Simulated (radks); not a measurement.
Results of a calculation; reference values are marked as such.
All-electron atom: Pm in [Kr] 4d10 4f6 5s1 5p6 6s2 (not the ground configuration).

Level of theory: scalar-relativistic Kohn-Sham, XLYP, spin-polarised, spherical densities, point nucleus; open shells are filled with parallel spins first (spin-orbit coupling, left out, can overturn this in heavy ions) (a radial shooting solver on a logarithmic mesh with Libxc functionals).

Energy parts (hartree):
| part | energy |
|---|---|
| total | -10020.8386 |
| kinetic | 10689.2447 |
| electron-nucleus | -24370.5549 |
| Hartree | 3890.9946 |
| exchange-correlation | -230.5231 |

Orbitals (lengths in bohr, moments of r in powers of bohr; <r^-3> diverges for s and p1/2; r(max) is where P^2 peaks; r(90%) holds 90 % of the orbital's charge):
orbital	occ.	eigenvalue (hartree)	<r^-3>	r(90%)	r(max)	<r^4>
1s up	1	-1654.885	-	0.0418	0.01479	1.416e-06
1s down	1	-1654.882	-	0.0418	0.01479	1.416e-06
2s up	1	-268.9704	-	0.153	0.08378	0.0002294
2s down	1	-268.9675	-	0.153	0.08378	0.0002293
2p up	3	-240.1880	9583	0.142	0.06760	0.0001695
2p down	3	-240.1853	9583	0.142	0.06760	0.0001695
3s up	1	-58.55257	-	0.382	0.2386	0.009092
3s down	1	-58.49221	-	0.382	0.2385	0.009066
3p up	3	-49.51679	1965	0.387	0.2338	0.009508
3p down	3	-49.45666	1969	0.387	0.2337	0.009474
3d up	5	-37.13017	267.6	0.369	0.1918	0.007725
3d down	5	-37.08319	268.1	0.368	0.1917	0.007685
4s up	1	-11.60722	-	0.853	0.5522	0.2309
4s down	1	-11.44667	-	0.853	0.5520	0.2303
4p up	3	-8.64886	428.3	0.916	0.5766	0.3046
4p down	3	-8.48755	428.5	0.915	0.5762	0.3038
4d up	5	-4.47456	47.96	1.04	0.6037	0.5062
4d down	5	-4.31141	48.00	1.04	0.6031	0.5068
5s up	1	-1.57271	-	2.07	1.290	8.054
5s down	0	-1.44488	-	2.12	1.302	8.770
5p up	3	-0.86364	57.81	2.48	1.463	16.40
5p down	3	-0.76291	53.06	2.57	1.490	19.04
6s up	1	-0.13184	-	6.36	3.603	704.5
6s down	1	-0.12083	-	6.62	3.748	826.6
5d up	0	-0.07926	2.261	5.11	2.156	323.6
4f up	6	-0.07343	5.205	1.97	0.6456	13.40
5d down	0	-0.04859	1.527	6.19	2.392	699.6
6p up	0	-0.04300	3.090	9.48	4.996	3434
6p down	0	-0.03847	2.801	9.93	5.240	4140

The highest occupied level is 4f up at -1.998 eV. The configuration is held as typed, so some empty levels lie below it. The density falls to 0.001 e/bohr^3 at r = 5.30 bohr.

Run on one thread of a shared host, so times are rough (Arm Neoverse N1): 0.56 s of CPU time, 0.56 s wall, 20 iterations on 2728 mesh points.
